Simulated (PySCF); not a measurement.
This PySCF input asks for the NMR shieldings of SMILES [H]/N=C\C[C@H]1CCC1=C, C₇H₁₁N; the geometry comes from GFN2-xTB.

```python
import basis_set_exchange as bse
import numpy as np
from pyscf import gto, dft
from pyscf.prop import nmr

atoms = """
C    -2.030944   -1.012168    1.228436
C    -1.234866   -0.046655    0.820678
C    -1.452367    1.388193    0.422843
C     0.036125    1.475101    0.037124
C     0.244480    0.025463    0.524821
C     0.758323   -0.967831   -0.516912
C     2.191699   -0.697231   -0.861619
N     2.703423   -0.529416   -1.992630
H    -3.087613   -0.853579    1.364694
H    -1.660562   -1.999906    1.446951
H    -1.744764    2.036848    1.247995
H    -2.157549    1.532124   -0.395111
H     0.209888    1.601744   -1.029468
H     0.608723    2.226674    0.575805
H     0.862210   -0.042720    1.424491
H     0.688340   -1.977890   -0.102469
H     0.135992   -0.922780   -1.415317
H     2.871141   -0.635763   -0.014313
H     2.048518   -0.590955   -2.773459
"""
names = dict.fromkeys(["C", "N", "H"], "pcSseg-1")
basis = {el: gto.basis.parse(bse.get_basis(n, elements=[el], fmt="nwchem")) for el, n in names.items()}
mol = gto.M(atom=atoms, basis=basis, charge=0, verbose=0)
mf = dft.RKS(mol, xc="PBE0")
mf.grids.level = 2
mf.grids.alignment = dft.numint.BLKSIZE   # the property module wants whole blocks of grid points
mf.conv_tol = 1e-9
mf.kernel()

calc = nmr.RKS(mf)   # GIAO
C = mf.mo_coeff
Co = C[:, mf.mo_occ > 0]
resp = mf.gen_response(singlet=True, hermi=2)
def vind(x):   # induced exchange potential for any number of trial vectors
    d = np.einsum("pi,xij,qj->xpq", C, 2 * x.reshape(-1, C.shape[1], Co.shape[1]), Co, optimize=True)
    return np.einsum("xpq,pi,qj->xij", resp(d - d.transpose(0, 2, 1)), C, Co, optimize=True).ravel()
mo1, _ = nmr.rhf.solve_mo1(calc, with_cphf=vind)
sigma = calc.kernel(mo1)
for i, s in enumerate(sigma):   # ppm
    w = np.linalg.eigvalsh((s + s.T) / 2)
    print("%2d %-2s iso %8.1f  s11 %8.1f  s22 %8.1f  s33 %8.1f" % (i, mol.atom_pure_symbol(i), w.mean(), *w))
```

Task: What are the results?

Result: 
```
 0 C  iso     72.8  s11    -40.6  s22     93.8  s33    165.3
 1 C  iso     25.0  s11    -86.1  s22     18.7  s33    142.5
 2 C  iso    158.0  s11    146.1  s22    153.7  s33    174.3
 3 C  iso    163.9  s11    147.3  s22    162.5  s33    181.8
 4 C  iso    146.2  s11    136.9  s22    142.3  s33    159.5
 5 C  iso    132.9  s11    113.3  s22    128.4  s33    156.9
 6 C  iso     10.1  s11   -108.5  s22     18.4  s33    120.4
 7 N  iso    -98.4  s11   -431.1  s22    -80.7  s33    216.7
 8 H  iso     26.5  s11     23.2  s22     25.7  s33     30.5
 9 H  iso     26.4  s11     22.7  s22     25.5  s33     31.1
10 H  iso     28.9  s11     25.3  s22     27.1  s33     34.3
11 H  iso     29.0  s11     25.6  s22     26.9  s33     34.4
12 H  iso     30.2  s11     26.9  s22     29.5  s33     34.2
13 H  iso     29.6  s11     26.3  s22     27.4  s33     35.0
14 H  iso     28.5  s11     25.8  s22     27.5  s33     32.3
15 H  iso     29.0  s11     25.7  s22     28.3  s33     32.9
16 H  iso     30.1  s11     27.8  s22     30.0  s33     32.4
17 H  iso     24.0  s11     21.2  s22     22.4  s33     28.4
18 H  iso     20.8  s11     10.3  s22     25.4  s33     26.8
```

These numbers come from an equivalent density-fitted implementation of the same equations, which agrees with the script to about 0.01 ppm for H and up to a few tenths of a ppm for heavy atoms, so last digits may differ.

Task: Turn these shieldings into chemical shifts. Scale: 13C (σ = 186.93 ppm), 1H (σ = 31.72 ppm) against TMS; 15N (σ = 267.73 ppm) against NH3 (reference shieldings calculated alike).

Result: Averaging equivalent atoms: C 6: 176.8; C 1: 161.9; C 0: 114.1; C 5: 54.1; C 4: 40.7; C 2: 28.9; C 3: 23.1; N 7: 366.1; H 18: 10.88; H 17: 7.70; H 9: 5.28; H 8: 5.26; H 14: 3.20; H 10: 2.83; H 11: 2.75; H 15: 2.75; H 13: 2.12; H 16: 1.65; H 12: 1.52 ppm. Experimental scales use liquid or dissolved standards, which lie at an offset from isolated NH3 (liquid NH3: subtract about 20 ppm). Unscaled 15N shifts of sp2 nitrogen come out 20 to 40 ppm too high even then.

Size and cost of the density-fitted run: 191 basis functions, 21 s wall time on 1 thread of an x86-64 server CPU, shared host.
